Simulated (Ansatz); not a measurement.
Single points on PbSe2⁻.

```yaml
crystal:
  periodic: [false, false, false]
  atoms:
    - {symbol: Pb, position_ang: [0.078117, 0.500944, 1.182990]}
    - {symbol: Se, position_ang: [-0.967741, 1.112432, -1.107291]}
    - {symbol: Se, position_ang: [0.889624, -1.613366, -0.075699]}
basis:
  gaussian: {orbitals: def2-TZVPD, initial_orbitals: start.molden}
total_charge: -1
magnetization: {spin_polarized: true, initial_magnetization: 1}
hamiltonian: {xc: {name: wB97M-V}}
scf: {omitted_lower_state_checks: [starts]}
output: {orbitals: {seedname: orbitals}}
```

The file start.molden holds the orbitals of an earlier run on this structure, at another level or in another basis.

```sh
$ ansatz run in.yaml --threads 4 --pin off --events-out ev --progress --plain --max-ram 3916MiB
```

Output, abridged:

```
Functional definition: wB97M-V
1273 factors; integrals over basis functions are off by at most 6.2e-4 eV
308 factors; integrals over basis functions are off by at most 4.6e-5 eV
mean field evaluation 1: about -135941.8761 eV, gradient 6.1e0 eV
mean field evaluation 2: about -135941.9729 eV, gradient 1.8e-1 eV
mean field evaluation 4: about -135941.9848 eV, gradient 2.0e-3 eV
mean field evaluation 8: about -135941.9848 eV, gradient 2.8e-5 eV
mean field -135941.98483838 eV, -4995.7757980236 hartree, gradient 1.1e-5 eV, S^2 0.765833; 0 other end points of the search recorded, 0 dependent functions left out
reference -135941.98488492 eV, -4995.7757997339 hartree; 46, 45 occupied and 124, 125 virtual orbitals, 1273 factors
Total energy: -135941.98488492 eV, -4995.7757997339 hartree
Checks for a lower state left out: starts
```

Run time 27 s (4 threads of Arm Neoverse V2 on a shared host), peak host memory 1.1 GiB.

As the first input, with `hamiltonian: {xc: pbe0, dispersion: d4}` (abridged; 6.5 s):

```
Functional definition: PBE0
mean field -135936.05957297 eV, -4995.5580485360 hartree, gradient 1.9e-5 eV, S^2 0.761083
Total energy: -135936.17541407 eV, -4995.5623056182 hartree
Checks for a lower state left out: starts
```

First input, but with `hamiltonian: {xc: pbe, dispersion: d4}`, `output: {forces: true, orbitals: {seedname: orbitals}}` (abridged; 3.7 s):

```
Functional definition: PBE
mean field -135933.02886749 eV, -4995.4466721641 hartree, gradient 1.6e-5 eV, S^2 0.754681
Total energy: -135933.16414565 eV, -4995.4516435446 hartree
Atom 0 force     0.020420     0.130944     0.309229 eV/Å
Atom 1 force    -0.088879     0.049980    -0.198308 eV/Å
Atom 2 force     0.068459    -0.180923    -0.110921 eV/Å
Dipole moment:     0.065779     0.421817     0.996140 e Å
Checks for a lower state left out: starts
```

The first input with `hamiltonian: {xc: r2scan, dispersion: d4}` (abridged; 8.5 s):

```
Functional definition: r2SCAN
mean field -135953.49303172 eV, -4996.1987163283 hartree, gradient 1.3e-5 eV, S^2 0.759145
Total energy: -135953.51690796 eV, -4996.1995937640 hartree
Checks for a lower state left out: starts
```

As the first input, with `gaussian: {orbitals: def2-SVPD, initial_orbitals: start.molden}`, `correlation: {method: ccsd_t}`, `scf: {omitted_lower_state_checks: [starts, cluster_reference]}` and without the key `hamiltonian` (abridged; 22 s):

```
Functional definition: HF
mean field evaluation 16: about -135813.3815 eV, gradient 7.7e-5 eV
mean field -135813.38149025 eV, -4991.0497121503 hartree, gradient 6.7e-6 eV, S^2 0.781276
22 core orbitals not correlated: weight in the atoms' cores, before any rotation towards them, 1.000 or more for the frozen orbitals, at most 0.000 for the correlated occupied ones
second order -15.45506958 eV of doubles, -0.00000000 eV of singles
cycle   1  -15.09458881 eV  change    3.6e-1 eV  update   1.4e-1
cycle   2  -15.53135592 eV  change   -4.4e-1 eV  update   5.2e-2
cycle   3  -15.68322588 eV  change   -1.5e-1 eV  update   4.5e-2
cycle   4  -15.67326420 eV  change    1.0e-2 eV  update   2.6e-2
cycle   5  -15.67973019 eV  change   -6.5e-3 eV  update   1.8e-2
cycle   6  -15.70149071 eV  change   -2.2e-2 eV  update   1.2e-2
cycle   7  -15.70669341 eV  change   -5.2e-3 eV  update   8.2e-3
cycle   8  -15.71377638 eV  change   -7.1e-3 eV  update   5.0e-3
cycle   9  -15.71750585 eV  change   -3.7e-3 eV  update   2.8e-3
cycle  10  -15.71556553 eV  change    1.9e-3 eV  update   1.7e-3
cycle  11  -15.71678125 eV  change   -1.2e-3 eV  update   1.1e-3
cycle  12  -15.71766048 eV  change   -8.8e-4 eV  update   5.8e-4
cycle  13  -15.71734451 eV  change    3.2e-4 eV  update   2.9e-4
cycle  14  -15.71737092 eV  change   -2.6e-5 eV  update   1.5e-4
cycle  15  -15.71725598 eV  change    1.1e-4 eV  update   7.0e-5
cycle  16  -15.71721663 eV  change    3.9e-5 eV  update   3.8e-5
perturbative correction -0.68560933 eV, -0.0251956782 hartree
Total energy: -135829.78431621 eV, -4991.6525048861 hartree
Checks for a lower state left out: starts, cluster_reference
```

First input, but with `hamiltonian: {xc: {name: PBE-QIDH}}` and without the key `output` (abridged; 12 s):

```
Functional definition: PBE-QIDH
mean field -135903.02383798 eV, -4994.3440076675 hartree, gradient 1.9e-6 eV, S^2 0.782928
22 core orbitals not correlated: weight in the atoms' cores, before any rotation towards them, 1.000 or more for the frozen orbitals, at most 0.000 for the correlated occupied ones
second order -28.54738964 eV of doubles, -0.00000000 eV of singles
Total energy: -135912.53964882 eV, -4994.6937072660 hartree
Checks for a lower state left out: starts
```

Geometry: r2SCAN-D4/def2-TZVPD.

In the def2 sets Pb takes a core potential; there is no spin–orbit coupling. Correlated methods freeze 22 core orbitals; core or outer-core shells of Pb, Se are correlated, in sets that lack core-valence functions. Another isomer (doublet) lies 0.04 eV lower at PBE0-D4/def2-TZVPD; other spin states weren't run for this one.
